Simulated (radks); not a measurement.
All-electron atom: Yb21+ in [Kr] 4d10 4f3 (the NIST ground configuration). All-electron calculation, non-relativistic Kohn-Sham, LB94 model potential, spin-polarised, spherical densities, point nucleus; open shells are filled with parallel spins first (spin-orbit coupling, left out, can overturn this in heavy ions); relativity is left out, which matters for an element this heavy. Program: a radial shooting solver on a logarithmic mesh with Libxc functionals.

Normalised radial functions P(r) = r R(r), r in bohr:

r,4d down
0.001703,0.0000
0.002461,0.0001
0.003585,0.0003
0.005179,0.0010
0.007483,0.0029
0.0109,0.0082
0.01575,0.0221
0.02275,0.0569
0.03314,0.1391
0.04788,0.3019
0.06917,0.5679
0.1007,0.8647
0.1456,0.8953
0.2103,0.3041
0.3063,-0.8350
0.4426,-1.5582
0.6395,-1.2404
0.9314,-0.4514
1.346,-0.0625

4d down: eigenvalue -752.78 eV, 1 radial node at r = 0.235 bohr, <r> = 0.513 bohr, 90 % of the charge inside 0.755 bohr.
